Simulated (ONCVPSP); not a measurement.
Al (Z = 13): excitation energies, all-electron against ONCV

```json
{
  "Element": "aluminium",
  "Generator": "ONCVPSP 4.0.1",
  "Type": "optimised norm-conserving Vanderbilt (ONCV)",
  "Functional": "LDA (Perdew-Wang 92)",
  "Relativity": "scalar-relativistic",
  "Frozen core": "[Ne]",
  "Valence charge": "3",
  "Reference configuration": "3s2 3p1",
  "Partial waves": "3s: rc 1.60 bohr, ncon 4, nbas 8, qcut 3.8 1/bohr, local; 3p: rc 2.70 bohr, ncon 4, nbas 8, qcut 2.9 1/bohr, 2 projectors, debl 3.6 Ha; d scattering state at 0.1 Ha: rc 2.35 bohr, ncon 3, nbas 7, qcut 3.7 1/bohr, 2 projectors, debl 0.7 Ha",
  "Local potential": "the s channel",
  "Core correction": "Teter function, fcfact 1.75, rcfact 1.65"
}
```

Energies are relative to the spin-unpolarised reference configuration 3s2 3p1; without spin polarisation the order of configurations can differ from experiment.

```json
{"valence configuration": "3s2 3p0", "charge": "+1", "ΔE all-electron (eV)": "5.841", "error AE − PS (meV)": "-1.7"}
{"valence configuration": "3s1 3p0", "charge": "+2", "ΔE all-electron (eV)": "25.211", "error AE − PS (meV)": "-9.7"}
{"valence configuration": "3s2 3p0.5", "charge": "+0.5", "ΔE all-electron (eV)": "2.122", "error AE − PS (meV)": "-0.3"}
{"valence configuration": "3s1 3p1", "charge": "+1", "ΔE all-electron (eV)": "11.660", "error AE − PS (meV)": "+0.9"}
```

Levels in the configuration 3s2 3p0:

```json
{"level": "3s", "all-electron (eV)": "-14.917", "pseudo (eV)": "-14.920"}
```
